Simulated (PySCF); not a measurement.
# ReO3F at several levels of theory

Computed with PySCF 2.14.0 (density fitting, no spin-orbit coupling) at the geometry relaxed with PBE:

```xyz
5
ReO3F (singlet)
Re   -0.0037    0.0037   -0.0037
O     1.0044    0.9538    1.0044
O    -0.9538   -1.0044    1.0044
O     1.0044   -1.0044   -0.9538
F    -1.0813    1.0813   -1.0813
```

```json
{"level": "PBE", "basis": "Re def2-SVP with ECP60, O def2-SVP, F def2-SVP", "state": "singlet", "HOMO (eV)": "-8.47", "gap (eV)": "4.37", "charge on Re1 (e)": "1.14", "dipole about the centre of mass (D)": "1.21", "largest force component (eV/Å)": "0.02"}
{"level": "wB97X", "basis": "the same", "state": "singlet", "HOMO (eV)": "-12.58", "gap (eV)": "11.17", "charge on Re1 (e)": "1.34", "dipole about the centre of mass (D)": "1.22", "largest force component (eV/Å)": "1.23"}
{"level": "PBE0", "basis": "the same", "state": "singlet", "HOMO (eV)": "-10.22", "gap (eV)": "6.65", "charge on Re1 (e)": "1.35", "dipole about the centre of mass (D)": "1.20", "largest force component (eV/Å)": "0.93"}
{"level": "revPBE", "basis": "the same", "state": "singlet", "HOMO (eV)": "-8.40", "gap (eV)": "4.38", "charge on Re1 (e)": "1.17", "dipole about the centre of mass (D)": "1.20", "largest force component (eV/Å)": "0.13"}
{"level": "PBE", "basis": "Re def2-TZVP with ECP60, O def2-TZVP, F def2-TZVP", "state": "singlet", "HOMO (eV)": "-8.53", "gap (eV)": "4.36", "charge on Re1 (e)": "1.44", "dipole about the centre of mass (D)": "1.17", "largest force component (eV/Å)": "0.11"}
{"level": "PBE", "basis": "Re x2c-SVPall, O x2c-SVPall, F x2c-SVPall", "state": "singlet", "HOMO (eV)": "-8.64", "gap (eV)": "4.16", "charge on Re1 (e)": "1.05", "dipole about the centre of mass (D)": "1.09", "largest force component (eV/Å)": "0.50"}
```

Charges are Mulliken's, which hang on the basis. The relaxation used the grid (50, 194), these runs (75, 302) or, all-electron (x2c bases, spin-free X2C Hamiltonian), (99, 590).

Q: What does TPSS with Re def2-SVP with ECP60, O def2-SVP, F def2-SVP give here?

A: state singlet, HOMO (eV) -8.60, gap (eV) 4.50, charge on Re1 (e) 1.27, dipole about the centre of mass (D) 1.23, largest force component (eV/Å) 0.05. Time: 5.2 s on 2 threads of Arm Neoverse V1, with other jobs on the host, from an already converged density.

In the first row's basis the gap widens with exact exchange: 4.4 to 4.5 eV for PBE, revPBE, TPSS (none); 6.6 eV for PBE0 (a fixed share); 11.2 eV for wB97X (rising or full at long range).
